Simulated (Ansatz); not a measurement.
C6H13ClSi, SMILES `C=C[Si](Cl)(CC)CC`. Total charge 0; spin multiplicity 1. All single points use the PBE0-D4/def2-TZVP geometry. It is one conformer, not always the lowest.

```xyz
21

C     1.930    0.682   -2.002
C     1.656   -0.446   -1.352
Si    0.066   -0.760   -0.445
Cl   -0.714   -2.546   -1.170
C    -1.184    0.591   -0.767
C    -2.513    0.386   -0.045
C     0.384   -1.012    1.381
C     0.889    0.249    2.079
H     2.876    0.843   -2.511
H     1.216    1.499   -2.062
H     2.417   -1.226   -1.339
H    -1.341    0.655   -1.848
H    -0.733    1.544   -0.467
H    -3.219    1.188   -0.275
H    -2.978   -0.559   -0.334
H    -2.382    0.368    1.040
H    -0.540   -1.370    1.845
H     1.107   -1.828    1.486
H     0.151    1.054    2.035
H     1.806    0.623    1.617
H     1.104    0.063    3.134
```

Problem. What is the dipole moment at r2SCAN/def2-TZVPP? (Estimate.)

Solution. The calculation gave: 2.18 D, with components (0.71, 1.91, 0.78) D in this frame, pointing from negative to positive charge.

Problem. And with PBE, B3LYP, ωB97M-V? (An estimate is asked.)

Solution. Computed: PBE 2.10 D, B3LYP 2.16 D, ωB97M-V 2.17 D.

Problem. Give the Mulliken charges with r2SCAN, ωB97M-V, PBE in def2-TZVPP. (An estimate is asked.)

Solution. Ansatz gave: 
```tsv
atom	r2SCAN	ωB97M-V	PBE
C1	-0.14	-0.18	-0.17
C2	-0.21	-0.25	-0.16
Si3	0.53	0.52	0.41
Cl4	-0.28	-0.23	-0.25
C5	-0.15	-0.33	-0.20
C6	-0.16	-0.32	-0.26
C7	-0.17	-0.32	-0.21
C8	-0.15	-0.32	-0.26
H9	0.08	0.11	0.10
H10	0.07	0.10	0.08
H11	0.07	0.10	0.08
H12	0.06	0.13	0.09
H13	0.05	0.11	0.08
H14	0.05	0.11	0.08
H15	0.06	0.12	0.09
H16	0.05	0.10	0.08
H17	0.05	0.12	0.08
H18	0.05	0.11	0.08
H19	0.05	0.10	0.08
H20	0.05	0.11	0.09
H21	0.05	0.12	0.09
```

B3LYP here is the variant with VWN-RPA as its local correlation; programs differ in this.
